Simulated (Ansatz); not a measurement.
Stepwise reaction of `N#C[Si](F)(Cl)Cl` with hydrogen fluoride, as a gas-phase model of exchange steps in deposition or etching. ΔE in kJ/mol; ΔG adds harmonic PBE0-D4 terms to CCSD(T)/CBS, at 1 bar.

Computed with Ansatz on PBE0-D4/def2-TZVP structures; ΔE is electronic, products minus reactants. CCSD(T)/CBS is the MP2 limit (def2-TZVPP, def2-QZVPP) plus CCSD(T) − MP2 in def2-TZVPP, frozen cores. This one scheme is used for every species. Functionals use def2-TZVPP. B3LYP here is the variant with VWN-RPA as its local correlation; programs differ in this.

```csv
step,reaction,PBE-D4,B3LYP-D4,ωB97M-V,CCSD(T)/CBS,ΔG(600 K)
2,`N#C[Si](F)(F)Cl` + H–F → `N#C[Si](F)(F)F` + HCl,-42.8,-53.2,-52.2,-51.8,-50.9
```

**Question.** Give the row of step 1, `N#C[Si](F)(Cl)Cl` + H–F → `N#C[Si](F)(F)Cl` + HCl. (An estimate is asked.)

**Answer.** Computed: 
```json
{"step": "1", "reaction": "`N#C[Si](F)(Cl)Cl` + H–F → `N#C[Si](F)(F)Cl` + HCl", "PBE-D4": "-41.3", "B3LYP-D4": "-51.6", "ωB97M-V": "-50.8", "CCSD(T)/CBS": "-49.0", "ΔG(600 K)": "-53.8"}
```

**Question.** By hand: ΔE of the 2 steps together at CCSD(T)/CBS.

**Answer.** (-49.0) + (-51.8) = -100.8 kJ/mol, or -50.4 kJ/mol a step.

In ΔE the steps differ by no more than 2.8 kJ/mol. All are downhill at CCSD(T)/CBS. ΔG lies between -53.8 and -50.9 kJ/mol a step. PBE-D4 differs from CCSD(T)/CBS by 7.7 to 9.0 kJ/mol a step. Isolated molecules leave out the surface, adducts and barriers. Largest T1 diagnostic: 0.013.
